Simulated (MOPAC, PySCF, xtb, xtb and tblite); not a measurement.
Torsional profile of C4F10, SMILES FC(F)(C(C(C(F)(F)F)(F)F)(F)F)F. Scanned: dihedral F6–C5–C8–F9; all other coordinates were relaxed at GFN2-xTB.

Geometry of the scan point at -105° (Å):
```
14

F      2.9596     0.4636     0.5052
C      1.9460    -0.3493     0.2492
F      1.8835    -1.2544     1.2157
F      2.1921    -0.9716    -0.8987
C      0.6160     0.4676     0.1680
F      0.8116     1.5172    -0.6501
F      0.3473     0.9636     1.3837
C     -0.5980    -0.3866    -0.3264
F     -1.6543    -0.1624     0.4675
F     -0.3120    -1.6979    -0.2391
C     -1.0100    -0.0685    -1.8001
F      0.0375    -0.1474    -2.6139
F     -1.9202    -0.9379    -2.2116
F     -1.5256     1.1493    -1.8918
```

Methods: GFN2-xTB (xtb and tblite); AM1, restricted, heats of formation // GFN2-xTB (MOPAC); GFN1-xTB // GFN2-xTB (xtb); RHF/STO-3G = restricted Hartree-Fock/STO-3G // GFN2-xTB in PySCF 2.14.0.

Least-squares fit of E(φ) = a0 + Σ (a_n cos nφ + b_n sin nφ), n = 1 to 4, to the 24 scan points, in kcal/mol above the lowest point of each profile (levels whose profile four harmonics don't fit are not listed):

| method | a0 | a1 | b1 | a2 | b2 | a3 | b3 | a4 | b4 | rms of fit |
|---|---|---|---|---|---|---|---|---|---|---|
| GFN2-xTB | 1.82 | 1.95 | 0.00 | 0.49 | 0.00 | 0.56 | 0.00 | 0.38 | 0.00 | 0.29 |
| AM1 | 1.53 | 2.09 | 0.00 | 0.97 | 0.00 | 0.48 | 0.00 | 0.03 | 0.00 | 0.08 |
| GFN1-xTB | 1.78 | 1.81 | 0.00 | 0.29 | 0.00 | 0.43 | 0.00 | 0.23 | 0.00 | 0.24 |
| RHF/STO-3G | 1.23 | 1.59 | 0.00 | 0.69 | 0.00 | 0.36 | 0.00 | 0.20 | 0.00 | 0.14 |
